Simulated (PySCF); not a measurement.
LDA on Ca⁻ (calcium, charge -1), [Ar] 3d1 4s2, 2D determinant. All numbers are calculated (PySCF 2.14, no relativity, point nucleus, in def2-QZVPPD (11s6p4d3f, 70 functions)).

```
cycle= 1 E= -675.692901395453  delta_E= -0.00491  |g|= 0.111  |ddm|= 0.97
cycle= 2 E= -675.661618178223  delta_E= 0.0313  |g|= 0.205  |ddm|= 1.72
cycle= 3 E= -675.705737370381  delta_E= -0.0441  |g|= 0.00641  |ddm|= 1.28
cycle= 4 E= -675.705767880058  delta_E= -3.05e-05  |g|= 0.00092  |ddm|= 0.0126
cycle= 5 E= -675.705769058632  delta_E= -1.18e-06  |g|= 0.00017  |ddm|= 0.00584
cycle= 6 E= -675.705769105201  delta_E= -4.66e-08  |g|= 2.65e-05  |ddm|= 0.00123
cycle= 7 E= -675.705769106746  delta_E= -1.54e-09  |g|= 4e-06  |ddm|= 0.000191
cycle= 8 E= -675.705769106771  delta_E= -2.47e-11  |g|= 1.39e-07  |ddm|= 2.06e-05
converged SCF energy = -675.705769106771  <S^2> = 0.75623695  2S+1 = 2.0062273
```

Highest occupied orbital energy: 3.038 eV; ⟨L²⟩ = 6.02; populations by l: s 8.00, p 12.00, d 1.00, f 0.00.

Q: Can this result be used?

A: With care. The calculation finished and met its thresholds. The configuration of this anion was assumed by filling the next shell in order. It is not the known or likely ground configuration (Ca⁻, Sr⁻ and Ba⁻, for instance, bind a p electron), so these values are not the electron affinity of the element. At LDA the highest occupied level has a positive energy, so only the finite basis holds that electron.
